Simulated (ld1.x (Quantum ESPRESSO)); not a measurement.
## u(r) = r·R(r): atom against pseudo-atom (Li (Z = 3))

Columns: radius, all-electron u(r) and pseudo u(r) of the 1s shell (level -60.41 eV) of lithium in the configuration 1s2 2s0 2p0; PBE, scalar-relativistic, TM semilocal scheme, ld1.x (Quantum ESPRESSO) 7.5.

| r (bohr) | all-electron | pseudo |
| --- | --- | --- |
| 0.210 | 1.0526 | 1.0699 |
| 0.420 | 1.1673 | 1.1673 |
| 0.630 | 0.9984 | 0.9984 |
| 0.840 | 0.7750 | 0.7750 |
| 1.050 | 0.5730 | 0.5730 |
| 1.260 | 0.4117 | 0.4117 |
| 1.470 | 0.2902 | 0.2902 |
| 1.680 | 0.2017 | 0.2017 |
| 1.890 | 0.1386 | 0.1386 |
| 2.100 | 0.0943 | 0.0943 |
| 2.310 | 0.0638 | 0.0638 |
| 2.520 | 0.0429 | 0.0429 |
| 2.730 | 0.0287 | 0.0287 |
| 2.940 | 0.0191 | 0.0191 |
| 3.150 | 0.0127 | 0.0127 |
| 3.360 | 0.0084 | 0.0084 |
| 3.570 | 0.0056 | 0.0056 |
| 3.780 | 0.0037 | 0.0037 |
| 3.990 | 0.0024 | 0.0024 |
| 4.200 | 0.0016 | 0.0016 |
| 4.410 | 0.0010 | 0.0010 |
| 4.620 | 0.0007 | 0.0007 |
| 4.830 | 0.0005 | 0.0005 |
| 5.040 | 0.0003 | 0.0003 |
| 5.250 | 0.0002 | 0.0002 |
| 5.460 | 0.0001 | 0.0001 |

(1) How many radial nodes do the two functions have?

(2) At about which radius was the pseudo-wave matched?

(3) Where does each function peak?

(4) Is the pseudo-wave norm-conserving?

Results:

(1) The all-electron 1s function has n − l − 1 = 0; the pseudo-wave has 0.

(2) 0.40 bohr, where the columns begin to agree (steps of 0.21 bohr).

(3) Outermost all-electron maximum near 0.42 bohr, pseudo maximum near 0.42 bohr (to the table’s step).

(4) Yes: the TM semilocal scheme keeps the norm inside the radius equal to the all-electron one, which fixes the energy derivative of the logarithmic derivative at the level.
